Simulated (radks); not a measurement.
The mean radii <r> (bohr) of the occupied orbitals of an atom or ion are listed with their occupations. All-electron calculation, scalar-relativistic Kohn-Sham, r2SCAN, spin-polarised, spherical densities, finite nucleus; meta-GGA in the generalised Kohn-Sham scheme; Fermi nuclear charge, rms radius of each element as measured or else 0.836 A^(1/3) + 0.57 fm. Program: a radial shooting solver on a logarithmic mesh with Libxc functionals.

orbital  occ.      <r>
1s down     1  0.02723
1s up       1  0.02723
2s up       1   0.1171
2s down     1   0.1171
2p up       3   0.1025
2p down     3   0.1025
3s up       1   0.3127
3s down     1   0.3126
3p up       3   0.3108
3p down     3   0.3106
3d up       5   0.2872
3d down     5   0.2872
4s up       1   0.7128
4s down     1   0.7129
4p up       3   0.7481
4p down     3   0.7487
4d up       5   0.8066

Name the element and its charge. Open shells, if any, are filled with parallel spins first.

Answer. Z = 53, iodine, charge +12: I12+ in [Kr] 4d5. The 1s radius gives Z: for a bare nucleus <r> = (2 gamma + 1)/(2Z) with gamma = sqrt(1 - (Z/c)^2), 0.02683 bohr for Z = 53, and screening makes it slightly larger (0.02723 here). The occupations add up to 41, and the charge is Z minus that.
